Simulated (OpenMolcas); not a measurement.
**Cu V: the spin-orbit constant, Racah parameters, worked from levels**

- Program: OpenMolcas
- Basis: ANO-RCC-VQZP [7s6p4d3f2g1h]
- Scalar Hamiltonian: DKH2, point nucleus
- Active space: 7 electrons in 5 orbitals (3d)
- State averaging: 2S+1 = 4 even, 10 roots; 2S+1 = 2 even, 40 roots
- Spin-orbit coupling: RASSI with atomic mean-field integrals over the reference wave functions, term energies averaged over their components

Methods: CASSCF; MS-CASPT2, IPEA 0.25 Eh, imaginary shift 0.1 Eh (closed shells correlated: 3s 3p). Measured levels: Sugar and Musgrove, J. Phys. Chem. Ref. Data 19, 527 (1990).

**The spin-orbit constant.** For the Hund term 4F of d7, E(J) = (A/2) J(J+1) + constant and ζ = -2S·A = -3A. From J = 3/2 to J = 9/2 the energy changes by 10.5 A.

```
   Source  E(9/2) - E(3/2)       A     ζ
   CASSCF          -3417.6  -325.5   976
MS-CASPT2          -3406.3  -324.4   973
 measured          -3528.1  -336.0  1008
```

All in cm-1. MS-CASPT2 is off by -3.5 % and CASSCF by -3.1 %. Both methods take the spin-orbit matrix elements from the reference wave functions, so the second can move ζ only through the term energies and any multistate remixing. Second-order mixing with other terms is absorbed into this ζ.

**Racah parameters.** Above 4F, d7 has 4P at 15B, 2G at 4B + 3C and 2H at 9B + 3C. The first two fix B and C, and the third tests them; where it misses by thousands of cm-1, two parameters do not describe the configuration (Trees and configuration-interaction terms are left out) and B and C hang on the terms chosen. Term energies are centres of gravity, weighted by 2J + 1.

```csv
Source,4P,2G,B,C,C/B,"2H from B, C",2H found
CASSCF,23768,24281,1585,5981,3.77,32208,32444
MS-CASPT2,19486,21167,1299,5324,4.10,27663,29472
measured,19534,21696,1302,5496,4.22,28206,29491
```

Energies in cm-1. From CASSCF to MS-CASPT2, B changes by -18.0 % and C by -11.0 %. Against the measured terms, MS-CASPT2 has B off by -0.2 % and C by -3.1 %.

Term energies are means over components that CASPT2 splits; among the terms shown or strongly mixed into the levels shown the widest spread is 580 cm-1 (3d7 4F, MS-CASPT2). Without dynamic correlation excited terms often stand tens of per cent too high (terms of higher spin than the ground term too low), and those without a measured partner can miss by more than the paired ones (holds for CASSCF). Measured partners are found by configuration, term and J. A level has none where our copy of the source lacks it or the pairing is in doubt (some pairs that miss far off the trend of their configuration count as doubtful), and it then counts in no deviation. Levels of configurations outside the active space are missing.
